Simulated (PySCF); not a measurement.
Compound: CH7B2O2P.
Structure used (PBE0-D3(BJ)/def2-SVP), in Å, numbered top down from 1:
```
atom  x, y, z in Å
B1    -1.8322   -1.8949   -0.7468
O2    -0.6937   -1.2675   -0.3740
B3    -0.4236    0.0866   -0.2735
P4    -1.8024    1.4456   -0.3606
O5     0.8554    0.4928   -0.1994
C6     1.9633   -0.3793   -0.2138
H7    -1.8529   -3.1026   -0.6897
H8    -2.7886   -1.2547   -1.1298
H9    -2.6522    0.8893    0.6392
H10   -1.1438    2.3590    0.5110
H11    2.4657   -0.3401    0.7649
H12    1.6668   -1.4172   -0.4233
H13    2.6727   -0.0376   -0.9815
```

Computed, not measured: PBE0-D3(BJ)/def2-SVP geometry optimisation, gas phase in PySCF.

Take the most abundant isotopes and a rigid rotor. The values belong to one conformer with, in the numbering `[BH2:1][O:2][B:3]([PH2:4])[O:5][CH3:6]`, H–B1–O2–B3 -176° and 4°, B1–O2–B3–P4 12°, O2–B3–P4–H 52° and 148°, O2–B3–O5–C6 0°.

(1) What are A, B and C (MHz)?

(2) What kind of rotor is it?

(3) What does the inertial defect say?

(4) Where do the levels up to J = 4 lie, in MHz?

(5) Which lines would a microwave search look for?

## Answers

(1) Ia = 150.18, Ib = 226.18, Ic = 368.61 u·Å²; 505379 MHz·u·Å²/I gives A = 3365, B = 2234, C = 1371 MHz.

(2) An asymmetric top. Ray's parameter κ = (2B − A − C)/(A − C) = -0.134; −1 is the prolate and +1 the oblate limit.

(3) Not planar: Δ = Ic − Ia − Ib = -7.74 u·Å². For a rigid frame Δ = −2 Σ m c², so Σ m c² = 3.87 u·Å² lies off the ab plane: 3.39 from hydrogen and 0.48 from heavier atoms. The atom farthest from that plane is 1.06 Å away.

(4) Above 0(0,0):
J = 1: 1(0,1) 3605, 1(1,1) 4736, 1(1,0) 5600
J = 2: 2(0,2) 10477, 2(1,2) 11084, 2(1,1) 13674, 2(2,1) 17066, 2(2,0) 17406
J = 3: 3(0,3) 20181, 3(1,3) 20422, 3(1,2) 25511, 3(2,2) 27883, 3(2,1) 29334, 3(3,1) 35878, 3(3,0) 35970
J = 4: 4(0,4) 32550, 4(1,4) 32629, 4(1,3) 40689, 4(2,3) 42030, 4(2,2) 45514, 4(3,2) 50789, 4(3,1) 51362, 4(4,1) 61329, 4(4,0) 61349
The levels of one J sum to (2J + 1)J(J + 1)(A + B + C)/3.

(5) The dipole components are |μa| = 1.84 D, |μb| = 0.09 D, |μc| = 0.65 D. The squared components, which scale the intensities, stand as 1.00 : 0.00 : 0.13 (a : b : c). Some lines, for components of 0.1 D or more:

| type | branch | J(Ka,Kc) | MHz | lower level (cm⁻¹) |
| --- | --- | --- | --- | --- |
| a | Q | 4(3,1) ← 4(3,2) | 574 | 1.694 |
| c | Q | 2(1,2) ← 2(0,2) | 607 | 0.349 |
| c | Q | 1(1,1) ← 1(0,1) | 1131 | 0.120 |
| c | Q | 3(2,2) ← 3(1,2) | 2372 | 0.851 |
| a | Q | 2(1,1) ← 2(1,2) | 2590 | 0.370 |
| c | Q | 2(2,1) ← 2(1,1) | 3393 | 0.456 |
| a | Q | 4(2,2) ← 4(2,3) | 3484 | 1.402 |
| a | R | 1(0,1) ← 0(0,0) | 3605 | 0.000 |
| c | Q | 4(3,2) ← 4(2,2) | 5274 | 1.518 |
| c | Q | 3(3,1) ← 3(2,1) | 6544 | 0.978 |
| a | R | 3(1,3) ← 2(1,2) | 9338 | 0.370 |
| a | R | 3(0,3) ← 2(0,2) | 9704 | 0.349 |
| c | Q | 4(4,1) ← 4(3,1) | 9967 | 1.713 |
| a | R | 3(2,1) ← 2(2,0) | 11929 | 0.581 |
| a | R | 4(1,4) ← 3(1,3) | 12207 | 0.681 |
| a | R | 4(0,4) ← 3(0,3) | 12369 | 0.673 |
| a | R | 4(3,2) ← 3(3,1) | 14910 | 1.197 |
| a | R | 4(3,1) ← 3(3,0) | 15392 | 1.200 |
| a | R | 4(2,2) ← 3(2,1) | 16180 | 0.978 |
| c | R | 4(3,2) ← 3(2,2) | 22906 | 0.930 |

PBE0-D3(BJ)/def2-SVP frequencies: not computed here. These are rigid-rotor constants of the computed structure; measured ground-state constants (B0) also hold zero-point vibration. A rigid rotor knows nothing of internal rotation, which can split or shift real lines. Quadrupole hyperfine structure (11B) is left out.
